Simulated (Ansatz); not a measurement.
One geometry of the cluster Ti3H2, several levels of theory.

```yaml
crystal:
  periodic: [false, false, false]
  atoms:
    - {symbol: Ti, position_ang: [1.460616, 0.359516, 0.568815]}
    - {symbol: Ti, position_ang: [-0.721066, 1.410621, -0.267315]}
    - {symbol: Ti, position_ang: [-0.333836, -0.801968, -0.134103]}
    - {symbol: H, position_ang: [1.512802, -1.118839, -0.553256]}
    - {symbol: H, position_ang: [-1.918515, 0.150661, 0.385848]}
basis:
  gaussian: {orbitals: def2-TZVP, initial_orbitals: start.molden}
hamiltonian: {xc: pbe, dispersion: d4}
scf: {omitted_lower_state_checks: [starts]}
output: {orbitals: {seedname: orbitals}}
```

The file start.molden holds the orbitals of an earlier run on this structure, at another level or in another basis.

```sh
$ ansatz run in.yaml --threads 4 --pin off --events-out ev --progress --plain --max-ram 3916MiB
```

It prints (some lines left out):

```
Functional definition: PBE
1327 factors; their error is unknown
mean field evaluation 1: about -69354.8987 eV, gradient 1.1e1 eV
mean field evaluation 2: about -69355.2181 eV, gradient 6.4e-1 eV
mean field evaluation 4: about -69355.2180 eV, gradient 8.3e-2 eV
mean field evaluation 8: about -69355.2180 eV, gradient 1.7e-5 eV
mean field evaluation 16: about -69355.2180 eV, gradient 7.1e-4 eV
mean field -69355.21803921 eV, -2548.7572522858 hartree, gradient 3.0e-6 eV, S^2 0.000000; 0 other end points of the search recorded, 0 dependent functions left out
reference -69355.21808148 eV, -2548.7572538390 hartree; 34, 34 occupied and 113, 113 virtual orbitals, 1327 factors
Total energy: -69355.37907404 eV, -2548.7631702064 hartree
Checks for a lower state left out: starts
```

Run time 3.5 s (4 threads of Arm Neoverse V1 on a shared host).

The first input with `gaussian: {orbitals: 6-31G}`, `hamiltonian: {xc: {name: B3LYP}, dispersion: d4}` (abridged; 4.7 s):

```
Functional definition: B3LYP
mean field evaluation 16: about -69366.8324 eV, gradient 7.5e-2 eV
mean field evaluation 32: about -69366.8327 eV, gradient 3.4e-4 eV
mean field -69366.83267286 eV, -2549.1840821998 hartree, gradient 2.9e-5 eV, S^2 0.000000
Total energy: -69367.10060911 eV, -2549.1939286753 hartree
Checks for a lower state left out: starts
```

First input, but with `gaussian: {orbitals: def2-TZVPD, initial_orbitals: start.molden}` (abridged; 4.5 s):

```
Functional definition: PBE
mean field evaluation 16: about -69355.2501 eV, gradient 7.5e-4 eV
mean field -69355.25013528 eV, -2548.7584317945 hartree, gradient 4.7e-6 eV, S^2 0.000000
Total energy: -69355.41117638 eV, -2548.7643499458 hartree
Checks for a lower state left out: starts
```

The first input with `hamiltonian: {xc: r2scan, dispersion: d4}`, `output: {forces: true, orbitals: {seedname: orbitals}}` (abridged; 7.5 s):

```
Functional definition: r2SCAN
mean field -69369.56830831 eV, -2549.2846149482 hartree, gradient 2.6e-5 eV, S^2 0.000000
Total energy: -69369.59910143 eV, -2549.2857465746 hartree
Atom 0 force     0.110808     0.185989     0.050994 eV/Å
Atom 1 force     0.054931     0.215435     0.016709 eV/Å
Atom 2 force    -0.228163    -0.543260    -0.090838 eV/Å
Atom 3 force     0.034563     0.070023     0.006469 eV/Å
Atom 4 force     0.027862     0.071814     0.016666 eV/Å
Dipole moment:     0.050899     0.121211     0.020473 e Å
Checks for a lower state left out: starts
```

The first input with `hamiltonian: {xc: {name: PBE-QIDH}}` and without the key `output` (abridged; 12 s):

```
Functional definition: PBE-QIDH
mean field -69329.80021163 eV, -2547.8231643508 hartree, gradient 2.7e-6 eV, S^2 0.000000; unrestricted orbitals would lower it
15 core orbitals not correlated: weight in the atoms' cores, before any rotation towards them, 1.000 or more for the frozen orbitals, at most 0.000 for the correlated occupied ones
second order -40.20513514 eV of doubles, -0.00000000 eV of singles
Total energy: -69343.20193620 eV, -2548.3156686451 hartree
Checks for a lower state left out: starts
```

First input, but with `hamiltonian: {xc: pbe}`, `correlation: {method: rpa}` and without the key `output` (abridged; 21 s):

```
Functional definition: PBE
mean field -69355.21800575 eV, -2548.7572510560 hartree, gradient 6.6e-6 eV, S^2 0.000000; unrestricted orbitals would lower it
mean field evaluation 16: about -69284.1053 eV, gradient 6.3e0 eV
mean field evaluation 32: about -69285.7600 eV, gradient 2.4e-4 eV
15 core orbitals not correlated: weight in the atoms' cores, before any rotation towards them, 1.000 or more for the frozen orbitals, at most 0.000 for the correlated occupied ones
Total energy: -69327.39704629 eV, -2547.7348496535 hartree
Checks for a lower state left out: starts
```

The first input with `gaussian: {orbitals: def2-TZVPD, initial_orbitals: start.molden}`, `hamiltonian: {xc: pbe0, dispersion: d4}` (abridged; 9.5 s):

```
Functional definition: PBE0
mean field evaluation 16: about -69354.6403 eV, gradient 4.9e-5 eV
mean field -69354.64031470 eV, -2548.7360213014 hartree, gradient 1.9e-5 eV, S^2 0.000000
Total energy: -69354.77641694 eV, -2548.7410229667 hartree
Checks for a lower state left out: starts
```

Geometry: PBE0-D4/def2-TZVP.

The 6-31G sets use Cartesian d functions. B3LYP takes the VWN-RPA correlation. Correlated methods freeze 15 core orbitals; core or outer-core shells of Ti are correlated, in sets that lack core-valence functions. At PBE-D4/def2-TZVP, r2SCAN-D4/def2-TZVP, PBE-QIDH/def2-TZVP, RPA@PBE/def2-TZVP the restricted singlet (for correlated methods, its reference) is unstable: a solution with broken spin symmetry lies lower. The restricted singlet is unstable towards broken spin symmetry at other levels; at B3LYP-D4/6-31G, PBE-D4/def2-TZVPD, PBE0-D4/def2-TZVPD this wasn't settled. The geometry of the singlet was relaxed on an unsound state (restricted singlet, unstable towards broken spin symmetry). The order of the spin states hangs on the level: the triplet lies 1.25 eV below the singlet at PBE0-D4/def2-TZVP, but 0.19 eV above it at RPA@PBE/def2-TZVP. The singlet is doubtful at PBE0-D4/def2-TZVP (restricted singlet, unstable towards broken spin symmetry). The triplet is doubtful at PBE0-D4/def2-TZVP (⟨S²⟩ 4.26, where a pure state has 2.00). The singlet is doubtful at RPA@PBE/def2-TZVP (restricted singlet, unstable towards broken spin symmetry). The triplet is doubtful at RPA@PBE/def2-TZVP (⟨S²⟩ 3.32, where a pure state has 2.00). The structure comes from a short search, and lower isomers may exist.
